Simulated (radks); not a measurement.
Question: Cs, 55 electrons, occupied as [Xe] 6s1. Calculated with a radial shooting solver on a logarithmic mesh with Libxc functionals: scalar-relativistic Kohn-Sham, PBE, spin-polarised, spherical densities, point nucleus; open shells are filled with parallel spins first (spin-orbit coupling, left out, can overturn this in heavy ions). Some entries of the table are withheld. Estimate them.

| orbital | occ. | eigenvalue (eV) | r(max) (bohr) | <1/r> (bohr^-1) |
|---|---|---|---|---|
| 1s up | 1 | -35800.11 | 0.01678 | 59.40 |
| 1s down | 1 | -35800.11 | 0.01678 | 59.40 |
| 2s up | 1 | -5615.552 | 0.09488 | 13.64 |
| 2s down | 1 | -5615.550 | 0.09488 | 13.64 |
| 2p up | 3 | -5037.236 | 0.07619 | 13.00 |
| 2p down | 3 | -5037.234 | 0.07619 | 13.00 |
| 3s up | 1 | -1167.404 | 0.2725 | 4.917 |
| 3s down | 1 | -1167.401 | 0.2725 | 4.917 |
| 3p up | 3 | -981.3236 | 0.2666 | 4.668 |
| 3p down | 3 | -981.3203 | 0.2666 | 4.668 |
| 3d up | 5 | -708.2819 | 0.2204 | 4.423 |
| 3d down | 5 | -708.2788 | 0.2204 | 4.423 |
| 4s up | 1 | -220.2469 | 0.6426 | 2.017 |
| 4s down | 1 | -220.2400 | 0.6426 | 2.017 |
| 4p up | 3 | -160.7660 | 0.6730 | 1.854 |
| 4p down | 3 | -160.7581 | 0.6730 | 1.854 |
| 4d up | 5 | -74.2054 | 0.7208 | 1.583 |
| 4d down | 5 | -74.1939 | 0.7207 | 1.584 |
| 5s up | 1 | -26.7051 | 1.545 | 0.7533 |
| 5s down | 1 | -26.6624 | 1.545 | 0.7541 |
| 5p up | 3 | -13.5129 | 1.781 | 0.6207 |
| 5p down | 3 | -13.4265 | 1.780 | 0.6233 |
| 6s up | 1 | -2.2676 | (1) | 0.2216 |

Answer: 
(1) 6s up r(max) (bohr): 4.806
